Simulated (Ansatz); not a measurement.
Z-matrix (Å, degrees):
```
Ge
C 1 2.009
B 1 2.618 2 35.4
C 1 1.949 2 109.1 3 113.8
H 1 1.539 2 108.1 3 -123.8
H 1 1.545 2 110.1 3 -6.5
H 2 1.089 1 106.3 3 121.1
H 2 1.090 1 104.7 3 -120.5
H 3 1.200 1 105.5 2 116.9
H 3 1.199 1 109.1 2 -114.6
H 4 1.091 1 110.5 2 -178.3
H 4 1.091 1 109.6 2 -58.5
H 4 1.091 1 110.2 2 61.3
```

Charge 0, multiplicity 1.

**Question.** List the PBE/def2-TZVPP orbital energies in eV (Ansatz 0.2.0). (Best estimate.)

**Answer.** Ansatz gave: Occupied: -10804.49, -1337.84, -1191.26, -1191.25, -1191.24, -268.99, -268.61, -176.57, -162.43, -113.89, -113.86, -113.84, -29.71, -29.70, -29.68, -29.65, -29.62, -17.77, -17.00, -12.87, -11.73, -10.58, -10.16, -10.02, -8.67, -7.95, -7.83, -7.41, -7.20. Lowest empty: -1.73, 0.12, 0.33, 0.72, 1.13, 1.22, 1.82, 1.94.
